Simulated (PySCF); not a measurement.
A PySCF script (with the pyscf-properties extension) for the NMR shieldings of isobutyl formate (C(OCC(C)C)=O, C5H10O2), on a PBE0-D3(BJ)/def2-TZVP geometry:

```python
import basis_set_exchange as bse
import numpy as np
from pyscf import gto, dft
from pyscf.prop import nmr

atoms = """
C    -0.683101   -1.541403   -0.112070
C    -0.513911   -0.069014    0.227118
C    -1.816822    0.696620    0.051215
C     0.558318    0.583356   -0.625485
O     1.832099   -0.064659   -0.486483
C     2.604849    0.354151    0.511161
O     2.343232    1.214554    1.300741
H     0.249538   -2.092844    0.016674
H    -1.439784   -2.001318    0.527598
H    -1.005398   -1.664448   -1.151056
H    -0.197574    0.022265    1.272206
H    -2.176081    0.624383   -0.980088
H    -2.594609    0.289458    0.700360
H    -1.697876    1.755313    0.294216
H     0.669178    1.636802   -0.363845
H     0.314639    0.495353   -1.686730
H     3.544153   -0.218381    0.501804
"""
names = dict.fromkeys(["C", "O", "H"], "pcSseg-2")
basis = {el: gto.basis.parse(bse.get_basis(n, elements=[el], fmt="nwchem")) for el, n in names.items()}
mol = gto.M(atom=atoms, basis=basis, charge=0, verbose=0)
mf = dft.RKS(mol, xc="PBE0")
mf.grids.level = 2
mf.grids.alignment = dft.numint.BLKSIZE   # the property module wants whole blocks of grid points
mf.conv_tol = 1e-9
mf.kernel()

calc = nmr.RKS(mf)   # GIAO
C = mf.mo_coeff
Co = C[:, mf.mo_occ > 0]
resp = mf.gen_response(singlet=True, hermi=2)
def vind(x):   # induced exchange potential for any number of trial vectors
    d = np.einsum("pi,xij,qj->xpq", C, 2 * x.reshape(-1, C.shape[1], Co.shape[1]), Co, optimize=True)
    return np.einsum("xpq,pi,qj->xij", resp(d - d.transpose(0, 2, 1)), C, Co, optimize=True).ravel()
mo1, _ = nmr.rhf.solve_mo1(calc, with_cphf=vind)
sigma = calc.kernel(mo1)
for i, s in enumerate(sigma):   # ppm
    print("%2d %-2s %9.2f" % (i, mol.atom_pure_symbol(i), np.trace(s) / 3))
```

Problem. Give the expected output.

Solution. 
```
 0 C     164.94
 1 C     154.40
 2 C     165.28
 3 C     111.50
 4 O     109.83
 5 C      16.30
 6 O    -100.79
 7 H      30.06
 8 H      30.59
 9 H      31.09
10 H      29.49
11 H      31.07
12 H      30.44
13 H      30.49
14 H      26.61
15 H      28.54
16 H      23.36
```

These numbers come from an equivalent density-fitted implementation of the same equations, which agrees with the script to about 0.01 ppm for H and up to a few tenths of a ppm for heavy atoms, so last digits may differ.

Problem. Turn these shieldings into chemical shifts. References, each an isolated molecule treated in the same way: 13C (σref 186.03), 1H (σref 31.52) vs TMS; 17O (σref 329.54) vs H2O.

Solution. Averaging equivalent atoms: C 5: 169.7; C 3: 74.5; C 1: 31.6; C 0/2: 20.9; O 6: 430.3; O 4: 219.7; H 16: 8.17; H 14/15: 3.95; H 10: 2.03; H 7/8/9/11/12/13: 0.90 ppm. Unscaled 17O shifts of doubly bonded oxygen tend to come out too high, by tens of ppm or more. Experimental scales use liquid or dissolved standards, which lie at an offset from isolated H2O (liquid H2O: subtract about 36 ppm).

Size and cost of the density-fitted run: 392 basis functions, 2.9 min wall time (5.1 min CPU) on 2 threads of an Intel Xeon, shared host; peak memory 2.4 GiB.
